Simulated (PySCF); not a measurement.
Precursor series Hf Cl-H. Gas-phase values, no solvent.

These are TPSSh-D3(BJ)/def2-TZVP // r2SCAN-D4/def2-SVP run with PySCF 2.14.0 values and carry that method's errors. 

```tsv
species	coordination number	HOMO–LUMO gap (eV)
0 of 4 Cl replaced by H ([Hf(Cl)4])	4	6.34
1 of 4 Cl replaced by H ([Hf(Cl)3(H)])	(withheld)	5.95
3 of 4 Cl replaced by H ([Hf(Cl)(H)3])	(withheld)	5.46
4 of 4 Cl replaced by H	4	5.42
```

Question: Some entries are withheld; supply them.

Answer: 
- 1 of 4 Cl replaced by H ([Hf(Cl)3(H)]), coordination number: 4
- 3 of 4 Cl replaced by H ([Hf(Cl)(H)3]), coordination number: 4
